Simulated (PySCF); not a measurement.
Si3H8NOF

Si3H8NOF is a small molecule, neutral, singlet. The structure, one conformer, was relaxed in the gas phase by PBE0-D3(BJ)/def2-SVP. No frequency run checks that it is a minimum.

SMILES: O[SiH](F)N([SiH3])[SiH3]

```xyz
14

Si   -1.378   -0.028    0.778
F    -2.077    1.393    0.414
N     0.224    0.058    0.131
Si    1.020    1.626   -0.001
Si    0.952   -1.419   -0.488
O    -2.198   -1.289    0.107
H    -1.467   -0.206    2.239
H     0.599    2.481    1.145
H     2.496    1.414    0.042
H     0.677    2.322   -1.277
H     2.403   -1.159   -0.717
H     0.781   -2.534    0.489
H     0.339   -1.839   -1.787
H    -2.292   -1.316   -0.851
```
Atoms count from 1 in this order.

Shieldings: GIAO PBE0/pcSseg-1. Shifts are against computed references at the same level: H TMS (σ 31.27 ppm), Si TMS (σ 352.0 ppm). Core levels by delta-SCF with SCAN, pcX-2 on the ionised atom and pcseg-1 elsewhere, spin-free X2C (2p3/2 is the spin-free 2p value less a third of a first-order spin-orbit splitting); from the vacuum level, for chosen atoms.

Give the shieldings and core levels atom by atom.


| atoms | bonded to | σ (ppm) | δ (ppm) | core level (eV) |
| --- | --- | --- | --- | --- |
| Si1 | 1 F + 1 N + 1 O + 1 H | 390.1 | -38.1 | 2p3/2 108.56 |
| F2 | 1 Si | 311.5 | - | 1s 692.38 |
| N3 | 3 Si | 248.9 | - | 1s 404.19 |
| Si4 | 1 N + 3 H | 398.8 | -46.8 | 2p3/2 107.33 |
| Si5 | 1 N + 3 H | 399.0 | -47.0 | - |
| O6 | 1 Si + 1 H | 265.5 | - | 1s 539.10 |
| H7 | 1 Si | 26.72 | 4.55 | - |
| H8 H9 H10 | 1 Si | 26.59 | 4.68 | - |
| H11 H12 H13 | 1 Si | 26.59 | 4.68 | - |
| H14 | 1 O | 28.90 | 2.37 | - |

Values are those of this one static structure, with the three H of a rotating XH3 group averaged; atoms that internal rotation interchanges would show their mean in an NMR spectrum.

Which of Si1, Si4 holds its core electrons tightest, and by how much against the loosest?

Si1 (bonded to 1 F + 1 N + 1 O + 1 H), by 1.23 eV over Si4 (bonded to 1 N + 3 H).

By CAM-B3LYP/def2-SVPD (TDDFT singlets, Tamm-Dancoff triplets, ionisation by delta-SCF), where does absorption start, and what does vertical ionisation take?

The first singlet with intensity lies at 7.34 eV (f 0.011); what lies below it is dark. The lowest singlet lies at 6.72 eV (f 0.001), the strongest of the first 6 at 7.63 eV (f 0.049), the lowest triplet at 6.39 eV; vertical ionisation takes 9.95 eV.

The 3 runs behind this took 3.2 min in all, one thread each of Arm Neoverse V1 on a shared host, launched as `OMP_NUM_THREADS=1 python cluster_run.py task.json out`.
